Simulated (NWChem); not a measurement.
C2H8OSi; SMILES CO[SiH2]C

```xyz
12

Si     0.5182     0.4946     0.0001
C     -0.5370     2.0298    -0.0002
O     -0.5108    -0.8178     0.0005
C     -0.0896    -2.1506    -0.0003
H      1.4036     0.4475    -1.2103
H      1.4042     0.4483     1.2101
H      0.0940     2.9323    -0.0022
H     -1.1824     2.0578    -0.8911
H     -1.1801     2.0600     0.8923
H      0.5165    -2.3974    -0.8926
H     -0.9753    -2.8048    -0.0045
H      0.5102    -2.4003     0.8954
```
Atoms are numbered in this order, from 1.

Results from NWChem. Medium grid unless said otherwise, to which SCAN and Minnesota functionals are sensitive. Geometry: optimised at PBE0/def2-SVP.

### Question
Order these by “orbital gap (eV)”, lowest first: B3LYP/def2-TZVP; PW6B95/def2-TZVP; r2SCAN/def2-TZVP; LDA (Slater exchange, VWN5)/def2-TZVP.

### Answer
LDA (Slater exchange, VWN5)/def2-TZVP (6.09), r2SCAN/def2-TZVP (7.08), B3LYP/def2-TZVP (8.19), PW6B95/def2-TZVP (8.78)
